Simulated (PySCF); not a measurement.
Cartesian coordinates (Å):
SMILES: [NH2][SnH][NH2]
```xyz
8

N      1.5105    -0.0792     0.4912
Sn     0.0414     0.2553    -0.9182
N     -1.6586    -0.2063     0.1718
H      2.3653     0.4418     0.3308
H      1.7637    -1.0499     0.6332
H      0.0240     2.0001    -1.0786
H     -2.4965    -0.3320    -0.3856
H     -1.5499    -1.0297     0.7554
```
Charge 0, spin multiplicity 2.

Q: Give the highest occupied spin orbital, total energy and dipole moment at the level M06-2X/def2-TZVP // B3LYP-D3(BJ)/def2-TZVP run with PySCF.

A: 
```yaml
highest_occupied_spin_orbital: -6.72 eV
total_energy: -326.7223 Ha
dipole_moment: 0.523 e·Å
```
